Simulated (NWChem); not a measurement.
System: C₂H₈OSi; SMILES C[SiH](C)O

Here is an NWChem input.

```
start job
memory heap 200 mb stack 900 mb global 1100 mb
geometry units angstroms noautoz
  Si     0.100985    -0.000157     0.341544
  C     -0.844042    -1.544210    -0.189784
  C     -0.840098     1.546186    -0.190113
  O      1.675328    -0.002239    -0.237698
  H      0.274322    -0.000209     1.817832
  H     -0.990316    -1.585335    -1.276670
  H     -0.314544    -2.455288     0.111213
  H     -1.838410    -1.567300     0.274152
  H     -0.308238     2.455971     0.110633
  H     -0.986321     1.587423    -1.277001
  H     -1.834377     1.571948     0.273874
  H      1.779353    -0.002726    -1.199191
end
basis spherical
  Si library cc-pvdz
  C library cc-pvdz
  O library cc-pvdz
  H library cc-pvdz
end
dft
  xc b3lyp
  iterations 150
  mulliken
end
task dft energy
```

Parts of the log:

```
             Northwest Computational Chemistry Package (NWChem) 7.3.0
             --------------------------------------------------------

 CS  symmetry detected

                             Geometry "geometry" -> ""
                             -------------------------

 Output coordinates in angstroms (scale by  1.889725989 to convert to a.u.)

  No.       Tag          Charge          X              Y              Z
 ---- ---------------- ---------- -------------- -------------- --------------
    1 Si                  14.0000     0.07897266     0.35741050     0.00000000
    2 C                    6.0000    -0.84836508    -0.20105437    -1.54519925
    3 C                    6.0000    -0.84836508    -0.20105437     1.54519925
    4 O                    8.0000     1.66936504    -0.17619381     0.00000000
    5 H                    1.0000     0.20966818     1.83808286     0.00000000
    6 H                    1.0000    -0.96321192    -1.29170655    -1.58638026
    7 H                    1.0000    -0.32658211     0.11499436    -2.45563152
    8 H                    1.0000    -1.85565451     0.23404248    -1.56962529
    9 H                    1.0000    -0.32658211     0.11499436     2.45563152
   10 H                    1.0000    -0.96321192    -1.29170655     1.58638026
   11 H                    1.0000    -1.85565451     0.23404248     1.56962529
   12 H                    1.0000     1.80107231    -1.13428742     0.00000000

 Effective nuclear repulsion energy (a.u.)     177.4121175445

      Symmetry information
      --------------------

 Group name             Cs
 Group number              2
 Group order               2
 No. of unique centers     8

                                 NWChem DFT Module
                                 -----------------

 Summary of "ao basis" -> "ao basis" (spherical)
 ------------------------------------------------------------------------------
       Tag                 Description            Shells   Functions and Types
 ---------------- ------------------------------  ------  ---------------------
 Si                         cc-pvdz                  8       18   4s3p1d
 C                          cc-pvdz                  6       14   3s2p1d
 O                          cc-pvdz                  6       14   3s2p1d
 H                          cc-pvdz                  3        5   2s1p

      Symmetry analysis of basis
      --------------------------

        a'         60
        a"         40

            General Information
            -------------------
          SCF calculation type: DFT
          Wavefunction type:  closed shell.
          No. of atoms     :    12
          No. of electrons :    42
           Alpha electrons :    21
            Beta electrons :    21
          Charge           :     0
          Spin multiplicity:     1
          Use of symmetry is: on ; symmetry adaption is: on
          Maximum number of iterations: 150
          AO basis - number of functions:   100
                     number of shells:    50
          Convergence on energy requested:  1.00D-06
          Convergence on density requested:  1.00D-05
          Convergence on gradient requested:  5.00D-04

              XC Information
              --------------
                         B3LYP Method XC Potential
                     Hartree-Fock (Exact) Exchange  0.200
                        Slater Exchange Functional  0.800 local
                    Becke 1988 Exchange Functional  0.720 non-local
              Lee-Yang-Parr Correlation Functional  0.810
                  VWN I RPA Correlation Functional  0.190 local

             Grid Information
             ----------------
          Grid used for XC integration:  medium
          Radial quadrature: Mura-Knowles
          Angular quadrature: Lebedev.
          Tag              B.-S. Rad. Rad. Pts. Rad. Cut. Ang. Pts.
          ---              ---------- --------- --------- ---------
          Si                  1.10       88           8.0       590
          C                   0.70       49          11.0       434
          O                   0.60       49          10.0       434
          H                   0.35       45          12.0       434
          Grid pruning is: on
          Number of quadrature shells:   411
          Spatial weights used:  Erf1

      Superposition of Atomic Density Guess
      -------------------------------------

 Sum of atomic energies:        -442.92546326

      Non-variational initial energy
      ------------------------------

 Total energy =    -444.926407
 1-e energy   =    -960.505971
 2-e energy   =     338.167447
 HOMO         =      -0.363370
 LUMO         =       0.060005

      Symmetry analysis of molecular orbitals - initial
      -------------------------------------------------

  Numbering of irreducible representations:

     1 a'          2 a"

  Orbital symmetries:

     1 a'          2 a'          3 a'          4 a"          5 a'
     6 a'          7 a"          8 a'          9 a'         10 a'
    11 a"         12 a'         13 a'         14 a'         15 a'
    16 a"         17 a"         18 a'         19 a"         20 a'
    21 a"         22 a'         23 a'         24 a"         25 a'
    26 a'         27 a'         28 a'         29 a"         30 a"
    31 a'

     ---------------------------------------------
      Total Density - Mulliken Population Analysis
     ---------------------------------------------

    Atom       Charge   Shell Charges
 -----------   ------   -------------------------------------------------------
    1 Si  14    13.13   2.00  2.01  0.75  0.30  6.01  1.15  0.58  0.34
    2 C    6     6.54   2.00  0.73  0.51  2.11  1.18  0.02
    3 C    6     6.54   2.00  0.73  0.51  2.11  1.18  0.02
    4 O    8     8.75   2.00  0.87  0.87  3.08  1.93  0.00
    5 H    1     1.09   0.70  0.38  0.01
    6 H    1     0.88   0.66  0.19  0.03
    7 H    1     0.88   0.66  0.18  0.03
    8 H    1     0.87   0.66  0.18  0.03
    9 H    1     0.88   0.66  0.18  0.03
   10 H    1     0.88   0.66  0.19  0.03
   11 H    1     0.87   0.66  0.18  0.03
   12 H    1     0.68   0.53  0.08  0.07

   convergence    iter        energy       DeltaE   RMS-Dens  Diis-err
 ---------------- ----- ----------------- --------- --------- ---------
 d= 0,ls=0.0,diis     1   -445.7582938509 -6.23D+02  1.07D-02  5.72D-01
 d= 0,ls=0.0,diis     2   -445.7426195539  1.57D-02  6.30D-03  8.18D-01
 d= 0,ls=0.0,diis     3   -445.8167031953 -7.41D-02  1.24D-03  4.68D-02
 d= 0,ls=0.0,diis     4   -445.8207278802 -4.02D-03  3.58D-04  2.62D-03
 d= 0,ls=0.0,diis     5   -445.8210423896 -3.15D-04  8.32D-05  1.68D-04
  Resetting Diis
 d= 0,ls=0.0,diis     6   -445.8210643960 -2.20D-05  1.02D-05  1.14D-06
 d= 0,ls=0.0,diis     7   -445.8210645385 -1.43D-07  4.92D-06  1.22D-07

         Total DFT energy =     -445.821064538483
      One electron energy =     -965.194681233289
           Coulomb energy =      385.412290671903
    Exchange-Corr. energy =      -43.450791521614
 Nuclear repulsion energy =      177.412117544517

 Numeric. integr. density =       41.999996465717

                  Occupations of the irreducible representations
                  ----------------------------------------------

                     irrep           alpha         beta
                     --------     --------     --------
                     a'               14.0         14.0
                     a"                7.0          7.0

                       DFT Final Molecular Orbital Analysis
                       ------------------------------------

 Vector   19  Occ=2.000000D+00  E=-3.400487D-01  Symmetry=a"
              MO Center=  5.1D-01, -9.5D-02,  4.6D-15, r^2= 3.4D+00
   Bfn.  Coefficient  Atom+Function         Bfn.  Coefficient  Atom+Function
  ----- ------------  ---------------      ----- ------------  ---------------
    52      0.419142   4 O  pz               55      0.298543   4 O  pz
    10      0.230752   1 Si pz               24     -0.225993   2 C  pz
    38     -0.225993   3 C  pz               13      0.177809   1 Si pz
    71      0.154371   7 H  s                81     -0.154371   9 H  s
    27     -0.100545   2 C  pz               41     -0.100545   3 C  pz

 Vector   20  Occ=2.000000D+00  E=-3.035100D-01  Symmetry=a'
              MO Center=  1.4D-01,  4.6D-01,  1.8D-14, r^2= 3.4D+00
   Bfn.  Coefficient  Atom+Function         Bfn.  Coefficient  Atom+Function
  ----- ------------  ---------------      ----- ------------  ---------------
    61      0.294406   5 H  s                62      0.249082   5 H  s
    50     -0.239149   4 O  px                9      0.208131   1 Si py
    53     -0.179098   4 O  px                8      0.173362   1 Si px
    51     -0.164738   4 O  py               24     -0.142250   2 C  pz
    38      0.142250   3 C  pz               22     -0.137490   2 C  px

 Vector   21  Occ=2.000000D+00  E=-2.813899D-01  Symmetry=a"
              MO Center=  3.1D-01, -1.1D-01, -2.4D-14, r^2= 3.4D+00
   Bfn.  Coefficient  Atom+Function         Bfn.  Coefficient  Atom+Function
  ----- ------------  ---------------      ----- ------------  ---------------
    52      0.429659   4 O  pz               55      0.322646   4 O  pz
    24      0.230711   2 C  pz               38      0.230711   3 C  pz
    10     -0.200884   1 Si pz               21      0.151627   2 C  s
    35     -0.151627   3 C  s                22      0.139979   2 C  px
    36     -0.139979   3 C  px               27      0.132385   2 C  pz

[...]
```

Level: B3LYP/cc-pVDZ. Structure relaxed at the B3LYP/6-31G* (spherical d) level.
